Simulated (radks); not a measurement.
Values are calculated unless marked as measured or tabulated.
Q: Coulomb parameter of the 4f shell of the dysprosium ion Dy3+ in the model configuration [Xe] 4f8 6s1, as a second difference U = [E(n + 1) + E(n - 1) - 2 E(n)] / (1)^2 with all orbitals relaxed. "Bare": the charge of the atom changes with n. "Screened": the 6s shell takes up the change at fixed total charge, which measures U(4f,4f) + U(6s,6s) - 2 U(4f,6s). Code: a radial shooting solver on a logarithmic mesh with Libxc functionals. Model: scalar-relativistic Kohn-Sham, BLYP, spin-unpolarised, spherical densities, finite nucleus; Fermi nuclear charge, rms radius 5.2218 fm. Estimate both.

A: U(bare) = 20.530 eV, U(screened by 6s) = 8.932 eV, against the Slater integral F0(4f,4f) = 32.937 eV with frozen orbitals.
